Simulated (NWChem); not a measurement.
All runs are NWChem calculations. System: boron monoxide dimer (B2O2), charge 0, spin multiplicity 1, at a geometry optimised with PBE0/def2-SVP. Level: G0W0@PBE/def2-SVPD, RI basis def2-svpd-rifit.

NWChem printed:

```
             Northwest Computational Chemistry Package (NWChem) 7.3.0
             --------------------------------------------------------

                                NWChem Input Module
                                -------------------

 Scaling coordinates for geometry "geometry" by  1.889725989
 (inverse scale =  0.529177249)

 Turning off AUTOSYM since
 SYMMETRY directive was detected!

                             Geometry "geometry" -> ""
                             -------------------------

 Output coordinates in angstroms (scale by  1.889725989 to convert to a.u.)

  No.       Tag          Charge          X              Y              Z
 ---- ---------------- ---------- -------------- -------------- --------------
    1 O                    8.0000     0.00000000     0.00000000    -2.02543700
    2 B                    5.0000     0.00000000     0.00000000    -0.82622300
    3 B                    5.0000     0.00000000     0.00000000     0.82622300
    4 O                    8.0000     0.00000000     0.00000000     2.02543700

 Effective nuclear repulsion energy (a.u.)      66.5135290029

            Nuclear Dipole moment (a.u.)
            ----------------------------
        X                 Y               Z
 ---------------- ---------------- ----------------
     0.0000000000     0.0000000000    -0.0000000000

      Symmetry information
      --------------------

 Group name             D2h
 Group number             26
 Group order               8
 No. of unique centers     2

      Symmetry unique atoms

     1    2


 Summary of "ao basis" -> "" (spherical)
 ------------------------------------------------------------------------------
       Tag                 Description            Shells   Functions and Types
 ---------------- ------------------------------  ------  ---------------------
 *                         def2-svpd                  on all atoms

 new library libraries.bse/

 Summary of "ri basis" -> "" (spherical)
 ------------------------------------------------------------------------------
       Tag                 Description            Shells   Functions and Types
 ---------------- ------------------------------  ------  ---------------------
 *                      def2-svpd-rifit               on all atoms

  pbe96 is a nonlocal functional; adding pw91lda local functional.

                                 NWChem DFT Module
                                 -----------------

 Summary of "ao basis" -> "ao basis" (spherical)
 ------------------------------------------------------------------------------
       Tag                 Description            Shells   Functions and Types
 ---------------- ------------------------------  ------  ---------------------
 O                         def2-svpd                 9       23   4s3p2d
 B                         def2-svpd                 8       20   4s2p2d

 Summary of "ao basis" -> "ao basis" (spherical)
 ------------------------------------------------------------------------------
       Tag                 Description            Shells   Functions and Types
 ---------------- ------------------------------  ------  ---------------------
 O                         def2-svpd                 9       23   4s3p2d
 B                         def2-svpd                 8       20   4s2p2d

      Symmetry analysis of basis
      --------------------------

        ag         21
        au          4
        b1g         4
        b1u        21
        b2g         9
        b2u         9
        b3g         9
        b3u         9

            General Information
            -------------------
          SCF calculation type: DFT
          Wavefunction type:  closed shell.
          No. of atoms     :     4
          No. of electrons :    26
           Alpha electrons :    13
            Beta electrons :    13
          Charge           :     0
          Spin multiplicity:     1
          Use of symmetry is: on ; symmetry adaption is: on
          Maximum number of iterations: 100
          This is a Direct SCF calculation.
          AO basis - number of functions:    86
                     number of shells:    34
          Convergence on energy requested:  1.00D-06
[...]
  ----- ------------  ---------------      ----- ------------  ---------------
     5      0.373957  1 O  px                68      0.373957  4 O  px
    28     -0.258004  2 B  px                48     -0.258004  3 B  px
     8      0.215443  1 O  px                71      0.215443  4 O  px
    31      0.063271  2 B  px                51      0.063271  3 B  px
    11      0.032731  1 O  px                74      0.032731  4 O  px

 Vector   12  Occ=2.000000D+00  E=-3.510509D-01  Symmetry=b3g
              MO Center=  4.5D-33, -7.4D-17,  1.9D-16, r^2= 4.1D+00
   Bfn.  Coefficient  Atom+Function         Bfn.  Coefficient  Atom+Function
  ----- ------------  ---------------      ----- ------------  ---------------
     6      0.415354  1 O  py                69     -0.415354  4 O  py
     9      0.243273  1 O  py                72     -0.243273  4 O  py
    29     -0.202941  2 B  py                49      0.202941  3 B  py
    40     -0.069481  2 B  d -1              60     -0.069481  3 B  d -1
    35     -0.038495  2 B  d -1              55     -0.038495  3 B  d -1

 Vector   13  Occ=2.000000D+00  E=-3.510509D-01  Symmetry=b2g
              MO Center= -2.3D-16,  1.8D-32,  2.9D-17, r^2= 4.1D+00
   Bfn.  Coefficient  Atom+Function         Bfn.  Coefficient  Atom+Function
  ----- ------------  ---------------      ----- ------------  ---------------
     5      0.415354  1 O  px                68     -0.415354  4 O  px
     8      0.243273  1 O  px                71     -0.243273  4 O  px
    28     -0.202941  2 B  px                48      0.202941  3 B  px
    42      0.069481  2 B  d  1              62      0.069481  3 B  d  1
    37      0.038495  2 B  d  1              57      0.038495  3 B  d  1

 Vector   14  Occ=0.000000D+00  E=-1.257666D-01  Symmetry=b3u
              MO Center=  9.8D-18,  2.9D-32, -4.2D-17, r^2= 2.9D+00
   Bfn.  Coefficient  Atom+Function         Bfn.  Coefficient  Atom+Function
  ----- ------------  ---------------      ----- ------------  ---------------
    28      0.359192  2 B  px                48      0.359192  3 B  px
     5      0.290833  1 O  px                68      0.290833  4 O  px
     8      0.224588  1 O  px                71      0.224588  4 O  px
    31     -0.203620  2 B  px                51     -0.203620  3 B  px
    42      0.122278  2 B  d  1              62     -0.122278  3 B  d  1

 Vector   15  Occ=0.000000D+00  E=-1.257666D-01  Symmetry=b2u
              MO Center= -1.8D-32, -8.8D-18, -2.9D-17, r^2= 2.9D+00
   Bfn.  Coefficient  Atom+Function         Bfn.  Coefficient  Atom+Function
  ----- ------------  ---------------      ----- ------------  ---------------
    29      0.359192  2 B  py                49      0.359192  3 B  py
     6      0.290833  1 O  py                69      0.290833  4 O  py
     9      0.224588  1 O  py                72      0.224588  4 O  py
    32     -0.203620  2 B  py                52     -0.203620  3 B  py
    40     -0.122278  2 B  d -1              60      0.122278  3 B  d -1

 Vector   16  Occ=0.000000D+00  E=-1.344270D-02  Symmetry=ag
              MO Center= -2.2D-30, -1.9D-30, -1.8D-15, r^2= 1.0D+01
   Bfn.  Coefficient  Atom+Function         Bfn.  Coefficient  Atom+Function
  ----- ------------  ---------------      ----- ------------  ---------------
     4      2.462664  1 O  s                 67      2.462664  4 O  s
    27     -2.312617  2 B  s                 47     -2.312617  3 B  s
    41     -0.689602  2 B  d  0              61     -0.689602  3 B  d  0
    33      0.559670  2 B  pz                53     -0.559670  3 B  pz
    25      0.266125  2 B  s                 45      0.266125  3 B  s

 center of mass
 --------------
 x =   0.00000000 y =   0.00000000 z =  -0.00000000

 moments of inertia (a.u.)
 ------------------
         522.324462642274           0.000000000000           0.000000000000
           0.000000000000         522.324462642274           0.000000000000
           0.000000000000           0.000000000000           0.000000000000

     Multipole analysis of the density
     ---------------------------------

     L   x y z        total         alpha         beta         nuclear
     -   - - -        -----         -----         ----         -------
     0   0 0 0     -0.000000    -13.000000    -13.000000     26.000000

     1   1 0 0     -0.000000     -0.000000     -0.000000      0.000000
     1   0 1 0     -0.000000     -0.000000     -0.000000      0.000000
     1   0 0 1     -0.000000     -0.000000     -0.000000     -0.000000

     2   2 0 0    -15.001402     -7.500701     -7.500701      0.000000
     2   1 1 0     -0.000000     -0.000000     -0.000000      0.000000
     2   1 0 1     -0.000000     -0.000000     -0.000000      0.000000
     2   0 2 0    -15.001402     -7.500701     -7.500701      0.000000
     2   0 1 1     -0.000000     -0.000000     -0.000000      0.000000
     2   0 0 2    -24.605561   -141.690949   -141.690949    258.776337

 Task  times  cpu:        2.8s     wall:        2.8s

                                NWChem Input Module
                                -------------------

                                 NWChem GW Module
                                 ----------------

                             ***********************
                             ***        GW       ***
                             ***********************

 Summary of "ri basis" -> "ri basis" (spherical)
 ------------------------------------------------------------------------------
       Tag                 Description            Shells   Functions and Types
 ---------------- ------------------------------  ------  ---------------------
 O                      def2-svpd-rifit             20       64   7s6p5d2f
 B                      def2-svpd-rifit             20       64   7s6p5d2f

                 Memory Information
                 ------------------
          Available GA per process is          1699.9 MBs
          Available stack per process is        700.0 MBs
          Available heap per process is           0.0 MBs

          Peak memory in Initialization
              Peak GA per process is                  3.1 MBs
              Peak stack per process is               0.1 MBs
              Peak heap per process is                3.2 MBs
              Memory not in MA per process            0.0 MBs

          Peak memory in AFF Calculation
              Peak GA per process is                 11.2 MBs
              Peak stack per process is               6.9 MBs
              Peak heap per process is                0.0 MBs
              Memory not in MA per process            6.9 MBs

          Computing 2-center integrals
          Computing Inverse Cholesky factor
          Computing 3-center integrals
          Computing V_xc ...

          Computing Sigma_x
          Computing RPA polarizability
          Solving quasiparticle equations

                  Alpha Orbitals
          State     Energy (eV)     Error (eV)
          -----------------------------------
@GW        10        -13.126           0.002
@GW        11        -13.126           0.002
@GW        12        -12.564           0.002
@GW        13        -12.564           0.002
@GW        14          0.204           0.002
@GW        15          0.204           0.002

   Applying  -3.0110 eV scissor-shift to rest of particle states

   Applying   3.6259 eV scissor-shift to rest of hole states

     GW Timing Statistics
   ------------------------
   Init.   :          0.0s
     ERIs  :          0.6s
     Distr.:          0.0s
     Vxc   :          0.1s
   Sigma_x :          0.0s
   RPA     :          0.3s
   Wmn     :          0.0s
   Sigma_c :          0.0s
   GW total:          1.0s

 Task  times  cpu:        1.0s     wall:        1.0s

 Total times  cpu:        3.8s     wall:        3.8s
```

Write an NWChem input that would produce this output.

This is not unique; one that fits is 
```
start mol
memory heap 200 mb stack 700 mb global 1700 mb
geometry units angstroms nocenter noautoz
  O      0.000000     0.000000    -2.025437
  B      0.000000     0.000000    -0.826223
  B      0.000000     0.000000     0.826223
  O      0.000000     0.000000     2.025437
  symmetry group D2h
end
basis spherical
  * library def2-svpd
end
basis "ri basis" bse spherical
  * library def2-svpd-rifit
end
dft
  xc xpbe96 cpbe96
  iterations 100
  direct
  tolerances tight
end
task dft energy
gw
  states alpha occ 4 vir 2
end
task dft gw
```
